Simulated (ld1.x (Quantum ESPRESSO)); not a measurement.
# Scattering properties, PAW potential for Ag (Z = 47)

- Element: silver
- Generator: ld1.x (Quantum ESPRESSO) 7.5
- Type: PAW
- Functional: PBE
- Relativity: fully relativistic
- Frozen core: [Ar] 3d10
- Valence charge: 19
- Reference configuration: 4s2 4p6 4d10 5s0 5p1
- Partial waves: 4s (bound): rcut 0.90, rcutus 0.96 bohr; 5s (bound, empty): rcut 0.90, rcutus 0.96 bohr; 4p (bound): rcut 1.60, rcutus 1.90 bohr; 5p (bound): rcut 1.60, rcutus 1.90 bohr; 4d (bound): rcut 1.10, rcutus 1.25 bohr; 4d channel at -0.3 Ry: rcut 1.10, rcutus 1.25 bohr
- Local potential: all-electron potential smoothed inside 1.35 bohr (lloc = -2)
- Core correction: Bessel-smoothed model core inside 0.70 bohr
- Augmentation charge: PSQ, inside the norm-conserving radii

Open shells are filled in proportion to 2j + 1 (rel_dist='average').

The phase is arctan(r·u′/u) with u = r·R(r), unwrapped; energies in Ry, scanned from -9 to 5 Ry. A pole is an energy at which the radial function vanishes at the test radius. The pseudo phase is shifted by a multiple of π to meet the all-electron one at the reference energy, and phase errors are pseudo minus all-electron; the curves can meet again beyond the range given. Levels narrower than the energy grid can be missing from the lists of poles.

| channel | radius (bohr) | reference energy (Ry) | poles, all-electron | poles, pseudo | unbroken range about the reference energy with phases within 0.05 rad | phase error 1 Ry above the reference energy (rad) |
| --- | --- | --- | --- | --- | --- | --- |
| s | 2.05 | -0.42 | -7.04 | -7.04 | the whole range | +0.000 |
| p1/2 | 2.05 | -0.13 | -4.54 | -4.55, 2.76 | -4.8 to 0.6 | -0.119 |
| p3/2 | 2.05 | -0.12 | -4.13 | -4.14, 2.18 | -4.4 to 0.5 | -0.215 |
| d3/2 | 2.05 | -0.72 | -0.01 | -0.01 | the whole range | -0.000 |
| d5/2 | 2.05 | -0.68 | 0.06 | 0.06 | the whole range | -0.000 |

The ghost test of this file was not conclusive.

Phases in the p3/2 channel:

| E (Ry) | all-electron | pseudo |
| --- | --- | --- |
| -9.00 | 1.393 | 1.348 |
| -8.52 | 1.386 | 1.341 |
| -8.04 | 1.379 | 1.333 |
| -7.56 | 1.369 | 1.323 |
| -7.08 | 1.359 | 1.312 |
| -6.60 | 1.345 | 1.297 |
| -6.12 | 1.325 | 1.276 |
| -5.64 | 1.295 | 1.242 |
| -5.16 | 1.231 | 1.169 |
| -4.68 | 0.895 | 0.775 |
| -4.20 | -1.519 | -1.526 |
| -3.72 | -1.701 | -1.724 |
| -3.24 | -1.759 | -1.784 |
| -2.76 | -1.796 | -1.822 |
| -2.28 | -1.829 | -1.853 |
| -1.80 | -1.863 | -1.884 |
| -1.32 | -1.904 | -1.919 |
| -0.84 | -1.955 | -1.963 |
| -0.36 | -2.024 | -2.025 |
| 0.12 | -2.125 | -2.128 |
| 0.60 | -2.286 | -2.347 |
| 1.08 | -2.567 | -3.057 |
| 1.56 | -3.050 | -4.251 |
| 2.04 | -3.631 | -4.654 |
| 2.52 | -4.037 | -4.812 |
| 3.00 | -4.266 | -4.904 |
| 3.48 | -4.401 | -4.973 |
| 3.96 | -4.487 | -5.035 |
| 4.44 | -4.548 | -5.096 |
| 4.92 | -4.593 | -5.162 |
